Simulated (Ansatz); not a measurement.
**How methods differ on GeHF (SMILES [F][GeH])**

GeHF: 3 atoms, total charge 0, spin state singlet. As SMILES, `[F][GeH]`. Geometry: relaxed at PBE0-D4/def2-TZVP.

```xyz
3

F     0.6721    1.0126    0.4697
Ge   -0.6579    0.1952   -0.3356
H    -0.0252   -1.2727   -0.1474
```

Each level gives the energy change with the F1–Ge2 bond stretched from 1.757 to 2.635 Å (eV). The values are calculated.

| level | kind | program | value (eV) | less FCI/STO-3G | CPU time (all runs) |
| --- | --- | --- | --- | --- | --- |
| SVWN5/STO-3G (restricted) | LDA | Ansatz | 4.55 | +1.16 | 3.5 s |
| PBE/STO-3G (restricted) | GGA | Ansatz | 4.21 | +0.82 | 6.5 s |
| r2SCAN/STO-3G (restricted) | meta-GGA | Ansatz | 4.49 | +1.10 | 17 s |
| r2SCAN0/STO-3G (restricted) | hybrid meta-GGA | Ansatz | 4.87 | +1.48 | 5.6 s |
| CAM-B3LYP/STO-3G (restricted) | range-separated hybrid | Ansatz | 5.06 | +1.67 | 7.8 s |
| wB97X/STO-3G (restricted) | range-separated hybrid | Ansatz | 5.09 | +1.70 | 22 s |
| BCCD(T)/STO-3G (restricted) | coupled cluster or CI | Ansatz | 3.44 | +0.05 | 0.81 s |
| CCSDT(Q)/STO-3G (restricted) | coupled cluster or CI | Ansatz | 3.38 | -0.01 | 2 s |
| FCI/STO-3G | exact in the basis | Ansatz | 3.39 | 0.00 | 2 s |

FCI/STO-3G is exact within its basis and frozen core, so for wave-function methods in that basis the difference is their error; functionals converge differently with the basis, so for them it is only a difference. All-electron rows without a relativistic Hamiltonian named are non-relativistic. The first shape isn't each level's own minimum. The values span 3.38 to 5.09 eV. All rows use very small basis sets, so none should be taken for the real molecule's value. In the correlated wave-function rows the outer d shell of Ge is correlated, in sets not made for it. Times are those of the runs behind each value, whatever else they computed, on shared processors of several kinds: orders of magnitude only.
